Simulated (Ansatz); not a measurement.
Computed with Ansatz on PBE0-D4/def2-TZVP structures; ΔE is electronic, products minus reactants. CBS: MP2 limit from def2 TZ/QZ plus the TZ coupled-cluster correction, frozen cores. Functionals use def2-TZVPP. HSE06 is defined as in plane-wave codes. Each species was taken in one conformer, which may not be the lowest.

Consider the isomerisation: `CCCCCCCCC` → `CCCCCC(C)(C)C`.

`CCCCCCCCC`:

Z-matrix (Å, degrees):
```
C
C 1 1.520
H 1 1.092 2 111.2
H 1 1.094 2 111.1 3 -120.0
H 1 1.093 2 111.9 3 120.0
C 2 1.525 1 113.9 3 175.8
H 2 1.095 1 109.2 3 54.5
H 2 1.095 1 109.5 3 -60.8
C 6 1.524 2 115.2 1 59.6
H 6 1.096 2 108.7 1 -62.7
H 6 1.096 2 108.8 1 -177.9
C 9 1.521 6 114.0 2 60.7
H 9 1.095 6 109.5 2 -62.8
H 9 1.097 6 108.7 2 -177.7
C 12 1.525 9 113.9 6 173.1
H 12 1.095 9 109.9 6 -63.6
H 12 1.097 9 108.9 6 51.7
C 15 1.524 12 115.2 9 59.8
H 15 1.096 12 108.8 9 -62.6
H 15 1.096 12 108.8 9 -177.8
C 18 1.520 15 114.4 12 59.7
H 18 1.096 15 109.9 12 -63.5
H 18 1.096 15 108.6 12 -178.6
C 21 1.519 18 112.7 15 176.9
H 21 1.095 18 109.8 15 -61.1
H 21 1.097 18 109.2 15 54.6
H 24 1.092 21 111.7 18 179.9
H 24 1.094 21 111.0 18 59.7
H 24 1.094 21 111.1 18 -59.8
```

`CCCCCC(C)(C)C`:

```xyz
29

C     1.682   -2.587   -1.161
C     0.163   -2.646   -1.164
C    -0.471   -2.299    0.179
C    -0.133   -0.915    0.725
C    -0.585    0.217   -0.183
C    -0.342    1.647    0.325
C    -1.090    1.897    1.631
C     1.150    1.898    0.534
C    -0.862    2.615   -0.735
H     2.049   -1.574   -0.981
H     2.099   -3.231   -0.380
H     2.092   -2.918   -2.118
H    -0.159   -3.653   -1.447
H    -0.227   -1.981   -1.942
H    -0.162   -3.050    0.916
H    -1.560   -2.390    0.091
H    -0.606   -0.812    1.706
H     0.945   -0.847    0.901
H    -1.659    0.103   -0.382
H    -0.088    0.123   -1.156
H    -0.977    2.939    1.945
H    -2.160    1.698    1.516
H    -0.715    1.268    2.442
H     1.713    1.701   -0.383
H     1.328    2.939    0.818
H     1.560    1.266    1.325
H    -1.931    2.468   -0.910
H    -0.343    2.471   -1.687
H    -0.712    3.654   -0.425
```

Question: Is it downhill or uphill in electronic energy at CCSD(T)/CBS, and by how much? (An estimate is asked.)

Answer: Ansatz gave: Downhill: ΔE = -0.15 eV.

Question: What do these levels give: LDA (SPW92), r2SCANh-D4, B2PLYP, HSE06, MP2/def2-QZVPP, CCSD/CBS(def2)? (An estimate is asked.)

Answer: Computed: LDA (SPW92) -0.16, r2SCANh-D4 -0.12, B2PLYP -0.08, HSE06 -0.05, MP2/def2-QZVPP -0.19, CCSD/CBS(def2) -0.12 eV.

Largest T1 diagnostic among the species: 0.009.

The D4 term adds −0.07 eV with B3LYP and −0.04 eV with PBE0; it sums over pairs of atoms, weighted by their polarisabilities, and B3LYP, whose exchange is more repulsive, gets the larger term. Leaving LDA and LC-ωPBE aside and taking each functional with its dispersion term where it has one, the values, not all of them listed here, spread over 0.05 eV, from B97M-V to BHLYP-D4. LDA lies −0.11 eV from PBE without D4.

B3LYP here is the variant with VWN-RPA as its local correlation; programs differ in this.
